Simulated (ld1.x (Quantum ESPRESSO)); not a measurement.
**samarium, PAW: configuration errors across variants**

```json
{
 "Element": "Sm",
 "Generator": "ld1.x (Quantum ESPRESSO) 7.5",
 "Type": "PAW",
 "Functional": "BLYP",
 "Relativity": "scalar-relativistic",
 "Frozen core": "[Kr] 4d10",
 "Valence charge": "16",
 "Reference configuration": "4f5.5 5s2 5p6 5d0.5 6s2 6p0",
 "Partial waves": "5s (bound): rcut 2.25, rcutus 2.40 bohr; 6s (bound): rcut 2.25, rcutus 2.40 bohr; 5p (bound): rcut 2.15, rcutus 2.70 bohr; 6p (bound, empty): rcut 2.15, rcutus 2.70 bohr; 5d (bound): rcut 2.05, rcutus 2.30 bohr; 5d channel at 3.1 Ry: rcut 2.05, rcutus 2.30 bohr; 4f (bound): rcut 0.70, rcutus 0.75 bohr; 4f channel at 0.2 Ry: rcut 0.70, rcutus 0.75 bohr",
 "Local potential": "all-electron potential smoothed inside 0.65 bohr (lloc = -1)",
 "Core correction": "Bessel-smoothed model core, default radius (core density twice the valence density)",
 "Augmentation charge": "PSQ, radius 0.80 bohr"
}
```

All-electron excitation energies from the reference (eV): (1) 4f6 5s2 5p6 5d0 6s2 6p0 -0.874; (2) 4f6 5s2 5p6 5d0 6s1 6p0 5.014; (3) 4f6 5s2 5p6 5d0 6s0 6p0 16.223; (4) 4f6 5s2 5p6 5d0 6s0 6p1 8.234; (5) 4f6 5s2 5p6 5d1 6s1 6p0 1.156.

The overlap operator is not positive definite (basis up to 400 Ry) in “base”, “wave 4f channel at 0.2 Ry: rcut 0.70, rcutus 0.75 bohr becomes 4f channel at -0.21 Ry: rcut 0.70, rcutus 0.75 bohr”, “wave 4f channel at 0.2 Ry: rcut 0.70, rcutus 0.75 bohr becomes 4f channel at -0.11 Ry: rcut 0.70, rcutus 0.75 bohr”, “wave 4f channel at 0.2 Ry: rcut 0.70, rcutus 0.75 bohr becomes 4f channel at 0.17 Ry: rcut 0.70, rcutus 0.75 bohr”, “wave 4f channel at 0.2 Ry: rcut 0.70, rcutus 0.75 bohr becomes 4f channel at 0.4 Ry: rcut 0.70, rcutus 0.75 bohr”, “wave 4f channel at 0.2 Ry: rcut 0.70, rcutus 0.75 bohr becomes 4f channel at 1.28 Ry: rcut 0.70, rcutus 0.75 bohr”. Such files are unfit for use, however small their errors in these radial tests.

1 further variants failed, have other tests or too few solved ones, and are left out.

A true bound ghost makes a file unfit for plane-wave use even where its test errors are small: the radial tests pick states by their node count and pass the ghost by. Where a test does run into it, the solver fails or the error is huge.

Errors AE − PS in meV (a dash: test not solved or not reliable):

```csv
change,(1),(2),(3),(4),(5),bound ghosts
base,-11,-17,-28,-18,-3.6,"d (s, p not tested, overlap not positive)"
"wave 4f channel at 0.2 Ry: rcut 0.70, rcutus 0.75 bohr becomes 4f channel at -0.21 Ry: rcut 0.70, rcutus 0.75 bohr",-14,-20,-32,-21,-6.2,"d (s, p not tested, overlap not positive)"
"wave 4f channel at 0.2 Ry: rcut 0.70, rcutus 0.75 bohr becomes 4f channel at -0.11 Ry: rcut 0.70, rcutus 0.75 bohr",-13,-19,-31,-20,-5.4,"d (s, p not tested, overlap not positive)"
"wave 4f channel at 0.2 Ry: rcut 0.70, rcutus 0.75 bohr becomes 4f channel at 0.17 Ry: rcut 0.70, rcutus 0.75 bohr",-12,-18,-29,-18,-4.1,"d (s, p not tested, overlap not positive)"
"wave 4f channel at 0.2 Ry: rcut 0.70, rcutus 0.75 bohr becomes 4f channel at 0.4 Ry: rcut 0.70, rcutus 0.75 bohr",-11,-17,-29,-18,-3.7,"d (s, p not tested, overlap not positive)"
"wave 4f channel at 0.2 Ry: rcut 0.70, rcutus 0.75 bohr becomes 4f channel at 1.28 Ry: rcut 0.70, rcutus 0.75 bohr",-11,-17,-28,-17,-3.2,"d (s, p not tested, overlap not positive)"
```

(1) Give the same row for: wave 4f channel at 0.2 Ry: rcut 0.70, rcutus 0.75 bohr becomes 4f channel at 3.3 Ry: rcut 0.70, rcutus 0.75 bohr.

Answers

(1) -10, -16, -27, -16, -2.5; bound ghosts: d (s, p not tested, overlap not positive). Not counted: 4f7 5s2 5p6 5d0 6s0 6p0 (solver errors, printed error -2045 eV). Its overlap operator is not positive definite in a basis up to 400 Ry (lowest eigenvalue s -0.21, p -1.03), so the file is unfit for use: the generalised eigenproblem breaks down once the basis is large enough, and its test numbers describe a broken file.
